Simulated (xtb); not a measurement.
In(Me)2 (C₂H₆In), SMILES [CH3][In+][CH3], charge +1. All values are semi-empirical tight-binding results from xtb (GFN2-xTB unless named), good for trends rather than for accurate numbers. The structure is a stationary point at GFN2-xTB. The spin state was assumed, not searched. The isomer is the one that the SMILES or the coordinates give; other isomers of the formula were not compared.

The geometry has at least one imaginary mode, so it is a saddle point at that level.

For metal compounds this method's bond lengths and energies can be far off.

### Question
Estimate the properties. (Estimate from the structure and the level; the computed values follow.)

### Answer

| Item | Result |
|---|---|
| point group as xtb finds it | D3d |
| orbital gap | 2.57 eV |
